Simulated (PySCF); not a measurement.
**Peak assignment**

Geometry (Å), atoms numbered from 1 in this order:
```xyz
13

C    -1.7288    1.9935   -0.4421
C    -1.6244    0.8020   -0.5574
C    -1.5367   -0.5906   -0.7229
C    -0.6341   -1.3256   -0.0703
F    -0.6342   -2.6643   -0.3063
Si    0.6695   -0.7214    1.1726
C     1.9436    0.1956    0.1953
C     2.7830    0.7685   -0.4475
H    -1.8161    3.0334   -0.3371
H    -2.2387   -1.0446   -1.4127
H     1.2686   -1.9059    1.7909
H     0.0297    0.1846    2.1295
H     3.5142    1.2753   -1.0097
```

Calculated, not measured (PySCF): NMR shieldings at PBE0/pcSseg-1/GIAO, coordinates at the GFN2-xTB level. No solvent, single conformer, no relativistic terms, averaged over atoms made equivalent by symmetry, fast rotation or ring inversion.

Chemical shifts δ = σref − σ; ¹³C (σ = 186.93 ppm) and ¹H (σ = 31.72 ppm) vs TMS, all at this level.

Task: Assign these signals to the numbered atoms. ¹³C{¹H} NMR (computed): δ 188.4, 114.8, 105.4, 97.9, 83.0, 81.7.

Result: 
| δ (ppm) | atoms | environment | reason |
| --- | --- | --- | --- |
| 188.4 | C4 | fully substituted alkene carbon | – |
| 114.8 | C3 | alkene CH | an sp2 carbon of a C=C bond |
| 105.4 | C8 | terminal alkyne carbon | – |
| 97.9 | C1 | terminal alkyne carbon | sp carbons lie upfield of alkene carbons because the cylindrical π system leaves one tensor component strongly shielded |
| 83.0 | C7 | alkyne carbon | sp carbons lie upfield of alkene carbons because the cylindrical π system leaves one tensor component strongly shielded |
| 81.7 | C2 | alkyne carbon | – |

C7 and C2 lie closer than the usual error of such a calculation, so a measured spectrum could show them in the other order.

Task: Assign these signals to the numbered atoms. ¹H NMR (600 MHz, computed): δ 6.34 (m, 1H), 4.81 (m, 2H), 3.13 (d, 1H), 2.01 (t, 1H).

Result: 
```tsv
δ (ppm)	atoms	environment	reason
6.34	H10	hydrogen on an alkene CH	olefinic region
4.81	H11/H12	hydrogen on a silicon bonded to 2 C	–
3.13	H9	hydrogen on a terminal alkyne carbon	it lies on the axis of the triple bond, in its shielding cone
2.01	H13	hydrogen on a terminal alkyne carbon	–
```

Splittings by ¹⁹F in the carbon and heteronuclear signals aren't shown, as no couplings were computed. Shifts are as computed. Against solution values, carbons near 30 ppm lie about +3 ppm off and those near 130 ppm about +5 ppm. Of 1211 compounds with measured shifts, 218 miss one by over three times the rms of a fit or turn the order of signals round; such compounds aren't used in these exercises. No couplings were computed; multiplicities are counted from neighbouring protons, with m where these are inequivalent, close in shift, in a saturated or five-membered ring or joined by F or P, and br s for small geminal =CH2 splittings.
